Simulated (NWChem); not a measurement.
Everything below was run with NWChem. System: H₄AlFO, charge 1, spin multiplicity 2, at the geometry of a parent with another charge or spin, in a state set for the comparison that need not be this species' ground state. Its SCF solution wasn't tested for a lower state. Level: UB3LYP/aug-cc-pVDZ, VWN1-RPA local correlation.

Job file:

```
start mol
memory heap 200 mb stack 900 mb global 1100 mb
charge 1
geometry units angstroms nocenter noautoz noautosym
  Al    -0.581406    -0.498746    -0.017730
  H     -0.688707    -1.270654     1.386477
  H     -1.065417    -1.100132    -1.414006
  F     -0.614732     1.218948     0.094523
  O      1.441766    -0.278992    -0.147261
  H      1.397941     0.704734    -0.066672
  H      1.912926    -0.588839     0.652071
end
basis spherical
  * library aug-cc-pvdz
end
dft
  xc b3lyp
  odft
  mult 2
  semidirect memsize 60000000 filesize 0
  iterations 100
end
task dft energy
```

Part of the output:

```
             Northwest Computational Chemistry Package (NWChem) 7.3.0
             --------------------------------------------------------

                                NWChem Input Module
                                -------------------

 Scaling coordinates for geometry "geometry" by  1.889725989
 (inverse scale =  0.529177249)

                             Geometry "geometry" -> ""
                             -------------------------

 Output coordinates in angstroms (scale by  1.889725989 to convert to a.u.)

  No.       Tag          Charge          X              Y              Z
 ---- ---------------- ---------- -------------- -------------- --------------
    1 Al                  13.0000    -0.58140600    -0.49874600    -0.01773000
    2 H                    1.0000    -0.68870700    -1.27065400     1.38647700
    3 H                    1.0000    -1.06541700    -1.10013200    -1.41400600
    4 F                    9.0000    -0.61473200     1.21894800     0.09452300
    5 O                    8.0000     1.44176600    -0.27899200    -0.14726100
    6 H                    1.0000     1.39794100     0.70473400    -0.06667200
    7 H                    1.0000     1.91292600    -0.58883900     0.65207100

 Effective nuclear repulsion energy (a.u.)     112.0245928370

            Nuclear Dipole moment (a.u.)
            ----------------------------
        X                 Y               Z
 ---------------- ---------------- ----------------
     0.0000094486     0.0000132281    -0.0000018897


 Summary of "ao basis" -> "" (spherical)
 ------------------------------------------------------------------------------
       Tag                 Description            Shells   Functions and Types
 ---------------- ------------------------------  ------  ---------------------
 *                        aug-cc-pvdz                 on all atoms

                                 NWChem DFT Module
                                 -----------------

 Summary of "ao basis" -> "ao basis" (spherical)
 ------------------------------------------------------------------------------
       Tag                 Description            Shells   Functions and Types
 ---------------- ------------------------------  ------  ---------------------
 Al                       aug-cc-pvdz               11       27   5s4p2d
 H                        aug-cc-pvdz                5        9   3s2p
 F                        aug-cc-pvdz                9       23   4s3p2d
 O                        aug-cc-pvdz                9       23   4s3p2d

 Summary of "ao basis" -> "ao basis" (spherical)
 ------------------------------------------------------------------------------
       Tag                 Description            Shells   Functions and Types
 ---------------- ------------------------------  ------  ---------------------
 Al                       aug-cc-pvdz               11       27   5s4p2d
 H                        aug-cc-pvdz                5        9   3s2p
 F                        aug-cc-pvdz                9       23   4s3p2d
 O                        aug-cc-pvdz                9       23   4s3p2d

            General Information
            -------------------
          SCF calculation type: DFT
          Wavefunction type:  spin polarized.
          No. of atoms     :     7
          No. of electrons :    33
           Alpha electrons :    17
            Beta electrons :    16
          Charge           :     1
          Spin multiplicity:     2
          Use of symmetry is: off; symmetry adaption is: off
[...]
  ----- ------------  ---------------      ----- ------------  ---------------
    50      0.372895  4 F  px                73      0.303340  5 O  px
     4      0.291773  1 Al s                 53      0.250468  4 F  px
     3      0.218237  1 Al s                 76      0.212033  5 O  px
    37      0.187396  3 H  s                 28      0.182984  2 H  s
    75     -0.174085  5 O  pz                10     -0.164727  1 Al py

 Vector   17  Occ=0.000000D+00  E=-4.850220D-01
              MO Center= -7.6D-01, -8.7D-01,  7.0D-03, r^2= 2.8D+00
   Bfn.  Coefficient  Atom+Function         Bfn.  Coefficient  Atom+Function
  ----- ------------  ---------------      ----- ------------  ---------------
    28      0.327186  2 H  s                 11      0.324520  1 Al pz
    37     -0.322838  3 H  s                 52     -0.213835  4 F  pz
    14      0.189476  1 Al pz                55     -0.141804  4 F  pz
    19     -0.116917  1 Al d -1              29      0.107613  2 H  s
    38     -0.090123  3 H  s                 75     -0.079792  5 O  pz

 Vector   18  Occ=0.000000D+00  E=-2.309562D-01
              MO Center= -2.1D-01, -7.8D-01,  2.0D-01, r^2= 5.2D+00
   Bfn.  Coefficient  Atom+Function         Bfn.  Coefficient  Atom+Function
  ----- ------------  ---------------      ----- ------------  ---------------
    12      0.510779  1 Al px                 9      0.393111  1 Al px
    71     -0.286407  5 O  s                102      0.159172  7 H  s
    13     -0.154834  1 Al py               103      0.155163  7 H  s
    70     -0.141118  5 O  s                 50     -0.120786  4 F  px
    72     -0.107277  5 O  s                 10     -0.106698  1 Al py

 Vector   19  Occ=0.000000D+00  E=-2.025884D-01
              MO Center=  1.3D-01, -2.5D-01,  2.7D-01, r^2= 6.3D+00
   Bfn.  Coefficient  Atom+Function         Bfn.  Coefficient  Atom+Function
  ----- ------------  ---------------      ----- ------------  ---------------
    13      0.519849  1 Al py                 4      0.494354  1 Al s
    10      0.291458  1 Al py                49     -0.280437  4 F  s
    71     -0.234141  5 O  s                103      0.224337  7 H  s
    48     -0.180028  4 F  s                102      0.169777  7 H  s
    22      0.124969  1 Al d  2              94      0.121856  6 H  s

   alpha - beta orbital overlaps
   -----------------------------

   alpha      1      2      3      4      5      6      7      8      9     10
    beta      1      2      3      4      6      5      7      8      9     10
 overlap   1.000  1.000  1.000  1.000  0.846  0.898  0.947  1.000  1.000  1.000

   alpha     11     12     13     14     15     16     17     18     19     20
    beta     11     12     13     14     15     17     16     18     19     20
 overlap   0.950  0.907  0.763  0.701  0.626  0.808  0.773  0.997  0.922  0.907

   alpha     21     22     23     24     25     26     27     28     29     30
    beta     21     22     23     24     25     26     27     28     29     30
 overlap   0.990  0.991  0.948  0.827  0.853  0.977  0.989  0.997  0.967  0.982

   alpha     31     32     33     34     35     36     37     38     39     40
    beta     31     32     33     34     35     36     37     38     39     40
 overlap   0.982  0.968  0.994  0.993  0.986  0.913  0.856  0.912  0.977  0.982

   alpha     41     42     43     44     45     46     47     48     49     50
    beta     41     42     43     44     45     46     47     48     49     50
 overlap   0.992  0.986  0.983  0.892  0.897  0.996  0.993  0.891  0.880  0.961

   alpha     51     52     53     54     55     56     57     58     59     60
    beta     51     52     53     54     55     56     57     58     59     60
 overlap   0.969  0.969  0.991  0.990  0.984  0.986  0.996  0.993  0.981  0.980

   alpha     61     62     63     64     65     66     67     68     69     70
    beta     61     62     63     64     65     66     67     68     69     70
 overlap   0.995  0.997  0.996  0.998  0.997  0.995  0.996  0.964  0.960  0.948

   alpha     71     72     73     74     75     76     77     78     79     80
    beta     71     72     73     74     75     76     77     78     79     80
 overlap   0.950  0.963  0.999  0.999  0.999  0.999  0.999  0.829  0.827  0.998

   alpha     81     82     83     84     85     86     87     88     89     90
    beta     81     83     82     84     85     86     87     88     90     89
 overlap   0.988  0.886  0.899  0.996  0.975  0.966  0.850  0.843  0.983  0.919

   alpha     91     92     93     94     95     96     97     98     99    100
    beta     91     92     93     94     95     96     97     98     99    100
 overlap   0.906  0.986  0.999  0.998  0.999  1.000  1.000  0.998  0.998  1.000

   alpha    101    102    103    104    105    106    107    108    109
    beta    101    102    103    104    105    106    107    108    109
 overlap   1.000  1.000  1.000  1.000  1.000  0.999  1.000  0.999  1.000

     --------------------------
     Expectation value of S2:
     --------------------------
      <S2> =      0.7660 (Exact =     0.7500)

 center of mass
 --------------
 x =  -0.07833936 y =   0.08491921 z =  -0.01362159

 moments of inertia (a.u.)
 ------------------
         159.468666737229          38.574689066474           9.007483631030
          38.574689066474         220.054786246001          -8.799142842261
           9.007483631030          -8.799142842261         344.476454155904

     Multipole analysis of the density
     ---------------------------------

     L   x y z        total         alpha         beta         nuclear
     -   - - -        -----         -----         ----         -------
     0   0 0 0      1.000000    -17.000000    -16.000000     34.000000

     1   1 0 0      0.255842      0.862917     -0.607084      0.000009
     1   0 1 0     -1.575942      0.067643     -1.643598      0.000013
     1   0 0 1      0.408736      0.198635      0.210103     -0.000002

     2   2 0 0     -9.594374    -62.846170    -59.765091    113.016887
     2   1 1 0      2.764184      7.690631     10.379945    -15.306392
     2   1 0 1      2.476964      1.533039      2.306951     -1.363026
     2   0 2 0    -14.812585    -47.303643    -42.134016     74.625074
     2   0 1 1     -0.958345     -1.803956     -2.166620      3.012230
     2   0 0 2    -13.555865    -18.441810    -11.574367     16.460312

 Task  times  cpu:       75.2s     wall:       75.2s

 Total times  cpu:       75.2s     wall:       75.2s
```
